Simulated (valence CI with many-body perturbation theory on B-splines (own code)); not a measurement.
## E1 transitions of Pr LIII

Method: relativistic CI+MBPT: five valence electrons over a frozen Dirac-Fock core [He], radial functions for each j: 9 s, 9 p, 8 d, 6 f, 3 g, 1 h, with the one-electron correlation potential Σ1, the two-electron term Σ2, the three-electron term Σ3, Breit, model QED; selected CI, second order for the rest (own B-spline code, finite nucleus).

No measured spectrum was set against this ion. As an estimate, large intervals hold to a few tenths of a per cent, small ones and those within an open d or f shell to about a per cent. Among the levels kept, up to 1200 cm⁻¹ of a level comes from second order outside the variational space, and about a tenth of that is noise between levels of different J, which matters for small intervals.

Lines 151 to 200 of 255 in falling wavelength, among levels below 485.00 Ry, chosen from the strongest by gf and those to the six lowest levels. Wavelengths and rates use the calculated energies. Electric multipoles are in the length gauge, E1 and E2 with the static RPA response of the core. Weak lines are less certain than strong ones. Lines between different terms over intervals too small for the method are left out, as are lines whose strength nearly cancels. The highest levels of a list are the least certain.

Levels are named by their leading jj configuration (3d3/2^4 stands for four electrons in 3d with j = 3/2), which in mixed levels can hold well under half, so a name can repeat and another be missing. Letters in brackets count levels of one name in rising energy.

```
λ vac (Å)                               Upper                       Lower   A (s⁻¹)  S (a.u.)
    2.243     (2s^2 2p1/2 2p3/2 3s) J=3/2 [b]  (2s^2 2p1/2 2p3/2^2) J=5/2  5.41e+13  1.21e-03
    2.241         (2s^2 2p1/2 2p3/2 3s) J=1/2  (2s^2 2p1/2 2p3/2^2) J=3/2  6.42e+13  7.12e-04
    2.240  (2s^2 2p1/2 2p3/2 3p3/2) J=3/2 [b]  (2s 2p1/2^2 2p3/2^2) J=5/2  9.14e+12  2.03e-04
    2.238  (2s^2 2p1/2 2p3/2 3p3/2) J=5/2 [b]  (2s 2p1/2^2 2p3/2^2) J=5/2  2.64e+11  8.77e-06
    2.237         (2s^2 2p1/2 2p3/2 3s) J=5/2  (2s^2 2p1/2 2p3/2^2) J=3/2  2.53e+12  8.39e-05
    2.235     (2s^2 2p1/2 2p3/2 3s) J=3/2 [b]  (2s^2 2p1/2 2p3/2^2) J=3/2  1.07e+13  2.36e-04
    2.230             (2s^2 2p3/2^2 3s) J=1/2        (2s^2 2p3/2^3) J=3/2  4.07e+13  4.45e-04
    2.224     (2s 2p1/2^2 2p3/2 3s) J=3/2 [b]  (2s 2p1/2^2 2p3/2^2) J=5/2  9.12e+12  1.98e-04
    2.167      (2s 2p1/2^2 2p3/2 3d3/2) J=3/2  (2s 2p1/2^2 2p3/2^2) J=1/2  2.60e+13  5.22e-04
    2.166      (2s 2p1/2^2 2p3/2 3d3/2) J=1/2  (2s 2p1/2^2 2p3/2^2) J=1/2  1.18e+13  1.18e-04
    2.151  (2s 2p1/2^2 2p3/2 3p1/2) J=3/2 [a]  (2s^2 2p1/2 2p3/2^2) J=1/2  1.57e+11  3.09e-06
    2.148      (2s 2p1/2^2 2p3/2 3d5/2) J=3/2  (2s 2p1/2^2 2p3/2^2) J=3/2  2.43e+13  4.76e-04
    2.148      (2s 2p1/2^2 2p3/2 3d5/2) J=5/2  (2s 2p1/2^2 2p3/2^2) J=3/2  4.97e+13  1.46e-03
    2.148      (2s 2p1/2^2 2p3/2 3d5/2) J=3/2  (2s 2p1/2^2 2p3/2^2) J=1/2  4.07e+13  7.97e-04
    2.148  (2s^2 2p1/2 2p3/2 3d3/2) J=3/2 [a]  (2s^2 2p1/2 2p3/2^2) J=1/2  2.03e+13  3.98e-04
    2.146  (2s^2 2p1/2 2p3/2 3d3/2) J=1/2 [a]  (2s^2 2p1/2 2p3/2^2) J=1/2  2.58e+13  2.52e-04
    2.139      (2s 2p1/2^2 2p3/2 3d3/2) J=5/2  (2s 2p1/2^2 2p3/2^2) J=5/2  4.90e+13  1.42e-03
    2.138  (2s 2p1/2^2 2p3/2 3p1/2) J=3/2 [a]  (2s^2 2p1/2 2p3/2^2) J=5/2  3.99e+11  7.70e-06
    2.138      (2s 2p1/2^2 2p3/2 3p1/2) J=5/2  (2s^2 2p1/2 2p3/2^2) J=5/2  8.55e+11  2.47e-05
    2.138      (2s 2p1/2^2 2p3/2 3d3/2) J=3/2  (2s 2p1/2^2 2p3/2^2) J=5/2  8.60e+13  1.66e-03
    2.137      (2s 2p1/2^2 2p3/2 3d3/2) J=7/2  (2s 2p1/2^2 2p3/2^2) J=5/2  7.42e+10  2.86e-06
    2.136  (2s^2 2p1/2 2p3/2 3d3/2) J=3/2 [b]  (2s^2 2p1/2 2p3/2^2) J=1/2  1.43e+13  2.75e-04
    2.134  (2s^2 2p1/2 2p3/2 3d3/2) J=1/2 [b]  (2s^2 2p1/2 2p3/2^2) J=1/2  1.33e+13  1.28e-04
    2.134  (2s^2 2p1/2 2p3/2 3d3/2) J=3/2 [a]  (2s^2 2p1/2 2p3/2^2) J=5/2  2.11e+13  4.05e-04
    2.134  (2s^2 2p1/2 2p3/2 3d3/2) J=5/2 [a]  (2s^2 2p1/2 2p3/2^2) J=5/2  2.95e+13  8.48e-04
    2.130          (2s^2 2p1/2^2 3d3/2) J=3/2  (2s^2 2p1/2^2 2p3/2) J=3/2  9.96e+13  1.90e-03
    2.130  (2s 2p1/2^2 2p3/2 3p1/2) J=3/2 [a]  (2s^2 2p1/2 2p3/2^2) J=3/2  5.79e+12  1.10e-04
    2.129  (2s^2 2p1/2 2p3/2 3d5/2) J=3/2 [a]  (2s^2 2p1/2 2p3/2^2) J=1/2  4.39e+13  8.35e-04
    2.129      (2s^2 2p1/2 2p3/2 3d3/2) J=7/2  (2s^2 2p1/2 2p3/2^2) J=5/2  1.64e+12  6.24e-05
    2.127  (2s^2 2p1/2 2p3/2 3d3/2) J=3/2 [a]  (2s^2 2p1/2 2p3/2^2) J=3/2  3.55e+13  6.75e-04
    2.125  (2s^2 2p1/2 2p3/2 3d3/2) J=1/2 [a]  (2s^2 2p1/2 2p3/2^2) J=3/2  5.40e+13  5.12e-04
    2.125      (2s 2p1/2^2 2p3/2 3p1/2) J=1/2  (2s^2 2p1/2 2p3/2^2) J=1/2  1.48e+12  1.40e-05
    2.125  (2s 2p1/2^2 2p3/2 3p1/2) J=3/2 [b]  (2s^2 2p1/2 2p3/2^2) J=1/2  7.30e+12  1.38e-04
    2.124  (2s^2 2p1/2 2p3/2 3d3/2) J=5/2 [b]  (2s^2 2p1/2 2p3/2^2) J=5/2  4.43e+12  1.26e-04
    2.123  (2s^2 2p1/2 2p3/2 3d3/2) J=3/2 [b]  (2s^2 2p1/2 2p3/2^2) J=5/2  6.36e+13  1.20e-03
    2.121  (2s^2 2p1/2 2p3/2 3d5/2) J=7/2 [a]  (2s^2 2p1/2 2p3/2^2) J=5/2  1.69e+13  6.38e-04
    2.119      (2s 2p1/2^2 2p3/2 3d5/2) J=3/2  (2s 2p1/2^2 2p3/2^2) J=5/2  7.07e+13  1.33e-03
    2.119  (2s^2 2p1/2 2p3/2 3d5/2) J=3/2 [b]  (2s^2 2p1/2 2p3/2^2) J=1/2  5.17e+14  9.71e-03
    2.119      (2s 2p1/2^2 2p3/2 3d5/2) J=5/2  (2s 2p1/2^2 2p3/2^2) J=5/2  3.71e+14  1.04e-02
    2.118      (2s^2 2p1/2 2p3/2 3d5/2) J=1/2  (2s^2 2p1/2 2p3/2^2) J=1/2  6.04e+14  5.66e-03
    2.116      (2s 2p1/2^2 2p3/2 3d5/2) J=7/2  (2s 2p1/2^2 2p3/2^2) J=5/2  7.59e+14  2.84e-02
    2.116  (2s^2 2p1/2 2p3/2 3d3/2) J=5/2 [b]  (2s^2 2p1/2 2p3/2^2) J=3/2  4.56e+12  1.28e-04
    2.116  (2s^2 2p1/2 2p3/2 3d5/2) J=3/2 [a]  (2s^2 2p1/2 2p3/2^2) J=5/2  3.06e+13  5.71e-04
    2.115  (2s^2 2p1/2 2p3/2 3d3/2) J=3/2 [b]  (2s^2 2p1/2 2p3/2^2) J=3/2  3.83e+12  7.15e-05
    2.115  (2s^2 2p1/2 2p3/2 3d5/2) J=5/2 [a]  (2s^2 2p1/2 2p3/2^2) J=5/2  1.59e+14  4.45e-03
    2.114  (2s^2 2p1/2 2p3/2 3d3/2) J=1/2 [b]  (2s^2 2p1/2 2p3/2^2) J=3/2  4.28e+13  3.99e-04
    2.112          (2s^2 2p1/2^2 3d5/2) J=5/2  (2s^2 2p1/2^2 2p3/2) J=3/2  5.34e+14  1.49e-02
    2.112  (2s 2p1/2^2 2p3/2 3p1/2) J=3/2 [b]  (2s^2 2p1/2 2p3/2^2) J=5/2  8.08e+12  1.50e-04
    2.110  (2s^2 2p1/2 2p3/2 3d5/2) J=5/2 [b]  (2s^2 2p1/2 2p3/2^2) J=5/2  3.04e+14  8.45e-03
    2.108  (2s^2 2p1/2 2p3/2 3d5/2) J=3/2 [a]  (2s^2 2p1/2 2p3/2^2) J=3/2  3.53e+14  6.53e-03
```
